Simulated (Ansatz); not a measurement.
`COB(F)S` and `COBS` differ in one atom or group.

Ansatz, PBE0-D4/def2-TZVP geometries, multiplicity 1. Each molecule was computed in one conformer, which needn't be the lowest.

```json
{"property": "LUMO energy (ωB97M-V/def2-TZVPP) / eV", "`COB(F)S`": "2.09"}
{"property": "HOMO energy (PBE/def2-TZVPP) / eV", "`COB(F)S`": "-6.41"}
{"property": "HOMO–LUMO gap (PBE/def2-TZVPP) / eV", "`COB(F)S`": "6.09"}
{"property": "HOMO–LUMO gap (B3LYP/def2-TZVPP) / eV", "`COB(F)S`": "7.69"}
{"property": "HOMO energy (B3LYP/def2-TZVPP) / eV", "`COB(F)S`": "-7.42"}
{"property": "HOMO energy (ωB97M-V/def2-TZVPP) / eV", "`COB(F)S`": "-9.87"}
```

Give the same properties after the change, and the shifts. (Estimate.)

Ansatz gave: 
| property | `COBS` | shift |
| --- | --- | --- |
| LUMO energy (ωB97M-V/def2-TZVPP) / eV | 1.89 | -0.20 |
| HOMO energy (PBE/def2-TZVPP) / eV | -6.31 | 0.10 |
| HOMO–LUMO gap (PBE/def2-TZVPP) / eV | 5.36 | -0.73 |
| HOMO–LUMO gap (B3LYP/def2-TZVPP) / eV | 7.06 | -0.63 |
| HOMO energy (B3LYP/def2-TZVPP) / eV | -7.27 | 0.15 |
| HOMO energy (ωB97M-V/def2-TZVPP) / eV | -9.71 | 0.16 |

With PBE0 the HOMO rises by 0.15 eV and the LUMO falls by 0.61 eV, so the gap narrows by about 0.76 eV. PBE moves the HOMO by 0.10 eV and ωB97M-V by 0.16 eV.

B3LYP here is the variant with VWN-RPA as its local correlation; programs differ in this.
